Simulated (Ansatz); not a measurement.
`BC[SiH](N)F` → `BC` + `N[Si]F` at 500 K and 1 bar (silylene formation by 1,1-elimination).

Isolated molecules relaxed with PBE0-D4/def2-TZVP in Ansatz; ΔE leaves out vibrations. CBS: MP2 limit from def2 TZ/QZ plus the TZ coupled-cluster correction, frozen cores. This one scheme is used for every species. Each species was taken in one conformer, which may not be the lowest.

| species | CCSD(T)/CBS energy (Eh) | H − E (kJ/mol) | S (J/(mol·K)) |
| --- | --- | --- | --- |
| `BC[SiH](N)F` | -510.73515 | 277.9 | 430.7 |
| `BC` | -65.83255 | 172.2 | 281.8 |
| `N[Si]F` | -444.84306 | 101.5 | 304.4 |

H − E and S are ideal-gas, rigid-rotor, harmonic terms from PBE0-D4/def2-TZVP, for one conformer and one mirror image of each species. 1 Eh = 2625.50 kJ/mol, R = 8.31446 J/(mol·K).

Q: By hand: ΔE, ΔH, ΔS and ΔG.

A: ΔE = (-65.83255) + (-444.84306) − (-510.73515) = 0.05954 Eh = 156.3 kJ/mol. Δ(H − E) = 172.2 + 101.5 − 277.9 = -4.2, so ΔH = 152.1 kJ/mol. ΔS = 281.8 + 304.4 − 430.7 = 155.5 J/(mol·K). ΔG = 152.1 − 500 × (155.5)/1000 = 74.3 kJ/mol.

Q: By hand: the equilibrium constant, and the temperature at which ΔG would vanish if ΔH and ΔS stayed fixed.

A: log₁₀ K = −ΔG/(RT ln 10) = -7.8. ΔG = 0 at ΔH/ΔS = 978 K.

The number of gas molecules changes by +1, which sets the sign of ΔS. A doubt of 5 kJ/mol in ΔE shifts log₁₀ K by 0.5 here. Other conformers and mirror images would add mixing entropy, several J/(mol·K) or more a flexible species. Modes under 60 cm⁻¹, often nearly free rotors, make the harmonic entropy too high. These are equilibria of isolated gas molecules and say nothing of rates. Largest T1 diagnostic: 0.014 (customary marks: 0.02 for closed shells, 0.045 for open ones).
